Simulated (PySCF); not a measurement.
Input of a run (PBE0-D3(BJ)/def2-SVP geometry optimisation, gas phase (PySCF 2.14.0)), started from GFN2-xTB:
```
{"job": {"xc": "PBE0", "basis": "def2-SVP", "d3": "d3bj", "grid": 1, "shake": 0.01, "kind": "geom"}, "charge": 0, "multiplicity": 1}
N      2.054730    -1.562260     0.193140
C      1.285730    -0.673150     0.118760
Si     0.037350     0.726210    -0.005620
Se    -1.879480    -0.142370    -0.755020
H      0.511590     1.651350    -1.030490
H     -0.091050     1.285750     1.344850
H     -1.884920    -1.314630     0.084450
```

Output (energies in Eh, forces in Eh/bohr):
```
step   0  E = -2784.74398448  max force = 0.030985
step   1  E = -2784.74617470  max force = 0.007201
step   2  E = -2784.74670837  max force = 0.002782
step   3  E = -2784.74722697  max force = 0.003289
step   4  E = -2784.74735849  max force = 0.002460
step   5  E = -2784.74745913  max force = 0.000458
step   6  E = -2784.74748360  max force = 0.000727
step   7  E = -2784.74749726  max force = 0.000616
step   8  E = -2784.74750524  max force = 0.000426
optimisation converged
```

Summarise the run.

The energy falls by 0.096 eV over 9 energy and gradient evaluations, the largest force component goes from 0.0310 to 4.3e-04 Eh/bohr, and the atoms move by 0.171 Å rms after alignment. The bond that changes most is Si3–Se4 (ends: SiH2 silicon; selenium bonded to Si and H), which lengthens by 0.033 Å. Bonds longer at the end by more than 0.005 Å: 4 of 6; shorter: 2. Among the angles that change most is Si3–Se4–H7, from 97.1° to 92.7°. Among the dihedrals that turn most is H5–Si3–Se4–H7, from 159° to -176°. The energy never rose by more than 1e-6 Eh on the way. The first step brought 62 % of the lowering.

What are the final bond lengths?

N1≡C2 1.160 Å, C2–Si3 1.859 Å, Si3–Se4 2.267 Å, Si3–H5 1.485 Å, Si3–H6 1.487 Å, Se4–H7 1.472 Å. Numbering counts from 1 in the input's order; the species is `C([SiH2][SeH])#N`.

The run used 93 basis functions and 63 SCF cycles in all.

Whether it is a minimum is left open (no frequencies). The numbers are those of one conformer.
